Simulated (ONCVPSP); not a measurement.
**N: excitation energies, all-electron against ONCV**

ONCVPSP 4.0.1 input, shortened (lines: element, Z, core and valence counts, functional; n l f; lmax; l rc ep ncon nbas qcut; lloc lpopt rc5 dvloc0; l nproj debl; icmod fcfact rcfact), PBEsol, scalar-relativistic:

```
  N 7.00    1    2  -116133      upf
    1    0    2.00
    2    0    2.00
    2    1    3.00
    2
    0    1.00    0.00    4    8    6.70
    1    1.20    0.00    4    9    5.60
    2    1.30    0.13    4    9    6.50
    4    5    0.75    1.00
    0    2    2.20
    1    2    3.30
    2    2    3.40
    3    5.00    1.50
```

Energies are relative to the spin-unpolarised reference configuration 2s2 2p3; without spin polarisation the order of configurations can differ from experiment.

| valence configuration | charge | ΔE all-electron (eV) | error AE − PS (meV) |
| --- | --- | --- | --- |
| 2s2 2p2 | +1 | 13.521 | +16 |
| 2s2 2p1 | +2 | 42.258 | +144 |

(1) What are ΔE and the potential's error for 2s1 2p4?

(2) What are ΔE and the potential's error for 2s2 2p0?

Levels in the configuration 2s2 2p0:

| level | all-electron (eV) | pseudo (eV) |
| --- | --- | --- |
| 2s | -67.855 | -67.512 |

Results:

(1) ΔE = 11.434 eV all-electron; the error (AE − PS) is +8.8 meV.

(2) ΔE = 89.143 eV all-electron; the error (AE − PS) is +618 meV.
